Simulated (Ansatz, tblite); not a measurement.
Removing and adding an electron: TiF3. Charge 0, multiplicity 2. Geometry: PBE-D4/def2-TZVP. Ansatz, gas phase; energy differences of separate SCF runs; the oxidised species is a singlet (the triplet lies 4.47 eV higher at PBE0-D4/def2-TZVP); the reduced species is a singlet (the triplet lies 0.22 eV higher at PBE0-D4/def2-TZVPD).

```xyz
4

Ti   -0.001    0.000    0.000
F    -0.346    0.834   -1.532
F     0.133   -1.773    0.037
F     0.213    0.939    1.495
```

The xTB rows come from tblite. Correlated methods freeze 8 core orbitals; core or outer-core shells of Ti are correlated, in sets that lack core-valence functions. No other spin state of charge 0 was run.

```csv
level,−HOMO (eV),vertical IE (eV),−LUMO (eV),vertical EA (eV),HOMO–LUMO gap (eV),IE − EA (eV),remarks
GFN1-xTB,–,15.81,–,7.77,–,8.04,–
PBE-D4/def2-TZVPD,5.36,–,3.68,0.88,1.67,–,"HOMO above zero (-1 singlet), restricted singlet, untested (-1 singlet)"
r2SCAN-D4/def2-TZVP,5.89,9.48,3.44,–,2.45,–,–
r2SCAN-D4/def2-TZVPD,5.86,–,3.42,0.70,2.44,–,"HOMO above zero (-1 singlet), restricted singlet, untested (-1 singlet)"
PBE0-D4/def2-TZVPD,7.34,–,2.50,0.75,4.84,–,"HOMO above zero (-1 singlet), restricted singlet, untested (-1 singlet)"
CCSD/def2-TZVPP,–,10.26,–,–,–,–,–
```

Question: Estimate the rows for GFN2-xTB, HF/def2-TZVPP, PBE-D4/def2-TZVP, PBE0-D4/def2-TZVP, MP2/def2-TZVPP, CCSD(T)/def2-TZVPP.

Answer: 
```
             level  −HOMO (eV)  vertical IE (eV)  −LUMO (eV)  vertical EA (eV)  HOMO–LUMO gap (eV)  IE − EA (eV)
          GFN2-xTB           –             14.37           –              5.91                   –          8.47
     HF/def2-TZVPP           –             10.95           –                 –                   –             –
  PBE-D4/def2-TZVP        5.35              9.16        3.68                 –                1.67             –
 PBE0-D4/def2-TZVP        7.36              9.88        2.53                 –                4.83             –
    MP2/def2-TZVPP           –              9.49           –                 –                   –             –
CCSD(T)/def2-TZVPP           –              9.73           –                 –                   –             –
```

Relaxing the oxidised species (PBE-D4/def2-TZVP) changes its energy by -0.32 eV at PBE-D4/def2-TZVP, so the adiabatic ionisation energy to this nearest minimum is 8.84 eV. At PBE0-D4/def2-TZVP it is 9.42 eV.     A HOMO above zero means that the electron is unbound at that level or that self-interaction error raises the level; the energy of removing that electron tells which. HOMO and LUMO are the levels of the spin that leaves or enters (xTB has no such levels and no spin-polarisation term). Other spin states of the ions may lie lower, which would lower the ionisation energy or raise the affinity. Raw xTB energy differences between charge states are shifted by several eV; the methods need an empirical correction for them.
